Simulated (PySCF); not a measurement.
**Molecular orbitals of LiPb**

r²SCAN at R = 2.640 Å; PySCF, scalar-relativistic core potentials, basis sets Li def2-SVPD, Pb def2-SVPD with ECP60. State: ⁴Σ⁻ (quartet), unpaired electrons σ ↑, π ↑↑. Only the outer orbitals are listed, counted within each symmetry, core potentials removing the inner ones.

```tsv
spin	orbital	occ.	ε (eV)	on Li (%)	main shells (%)
α	5σ	1	-12.02	1	98 Pb s
α	6σ	1	-4.56	28	70 Pb p, 23 Li s
α	3π	1	-3.68	12	87 Pb p, 12 Li p
α	3π	1	-3.68	12	87 Pb p, 12 Li p
α	7σ	0	-1.86	89	67 Li s, 22 Li p, 8 Pb p
α	4π	0	-0.52	82	82 Li p, 12 Pb p
α	4π	0	-0.52	82	82 Li p, 12 Pb p
β	5σ	1	-10.28	1	98 Pb s
β	6σ	0	-2.05	36	65 Pb p, 31 Li s
β	3π	0	-1.25	21	79 Pb p, 21 Li p
β	3π	0	-1.25	21	79 Pb p, 21 Li p
```

Which are the highest filled and the lowest empty level, where do they sit, and how wide is the gap?

Highest filled α 3π at -3.68 eV (in %: 87 Pb p, 12 Li p); lowest empty β 6σ at -2.05 eV (in %: 65 Pb p, 31 Li s); the gap at r²SCAN is 1.63 eV.

```json
{
  "bond order (Mayer)": "0.84",
  "⟨S²⟩": "3.755",
  "charge on Li (Mulliken, basis-dependent)": "0.46",
  "charge on Li (Löwdin, basis-dependent)": "0.23",
  "dipole moment (positive dipole means Li(−)Pb(+))": "-5.44 D"
}
```

These are scalar-relativistic numbers at best; spin–orbit coupling would shift them, the dissociation energy most. The state is the lowest determinant that a PBE0 search found; another state may lie lower at other levels.
